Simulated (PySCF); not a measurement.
# `InChI=1S/C5H3N3Se/c1-2-6-3-4-5(1)9-8-7-4/h1-3H`

Molfile (atoms numbered from 1):
```
C5H3N3Se
     RDKit          3D

 12 13  0  0  0  0  0  0  0  0999 V2000
   -1.9339    0.3427   -0.5858 C   0  0  0  0  0  0  0  0  0  0  0  0
   -0.8131    1.0981   -0.9081 C   0  0  0  0  0  0  0  0  0  0  0  0
    0.4254    0.6391   -0.4463 C   0  0  0  0  0  0  0  0  0  0  0  0
    2.1451    1.2844   -0.6158 Se  0  0  0  0  0  2  0  0  0  0  0  0
    2.6703   -0.2811    0.4464 N   0  0  0  0  0  0  0  0  0  0  0  0
    1.6909   -0.9630    0.7419 N   0  0  0  0  0  0  0  0  0  0  0  0
    0.4461   -0.5551    0.3115 C   0  0  0  0  0  0  0  0  0  0  0  0
   -0.7529   -1.2327    0.5735 C   0  0  0  0  0  0  0  0  0  0  0  0
   -1.9145   -0.7900    0.1329 N   0  0  0  0  0  0  0  0  0  0  0  0
   -2.9198    0.6731   -0.9313 H   0  0  0  0  0  0  0  0  0  0  0  0
   -0.9105    2.0104   -1.4982 H   0  0  0  0  0  0  0  0  0  0  0  0
   -0.7324   -2.1574    1.1607 H   0  0  0  0  0  0  0  0  0  0  0  0
  1  2  1  0
  2  3  2  0
  3  4  1  0
  4  5  1  0
  5  6  2  0
  6  7  1  0
  7  8  2  0
  8  9  1  0
  9  1  2  0
  7  3  1  0
  1 10  1  0
  2 11  1  0
  8 12  1  0
M  END
```

Theory: quadratic response CAM-B3LYP/aug-cc-pVDZ first hyperpolarisability, Taylor convention, gas phase (PySCF 2.14.0). Geometry: PBE0-D3(BJ)/def2-SVP.

The calculation is non-relativistic, which matters for the atoms heavier than Zn.

Question: Give the tensor of the second harmonic β(−2ω;ω,ω) at 1064 nm in the axes of these coordinates.

Answer: In au, Taylor convention; rows are the first index (the induced dipole):
|  | xx | yy | zz | xy | xz | yz |
| --- | --- | --- | --- | --- | --- | --- |
| x | -73.1 | -21.4 | -53.4 | +10.5 | -2.4 | -9.3 |
| y | +7.2 | -173.6 | -60.4 | -25.5 | -4.4 | +15.1 |
| z | -0.7 | +18.0 | +105.6 | -4.5 | -53.1 | -57.4 |

Norm of βᵢ = ⅓ Σⱼ (βᵢⱼⱼ + βⱼᵢⱼ + βⱼⱼᵢ): 294.2 au, hyper-Rayleigh value 114.8 au.
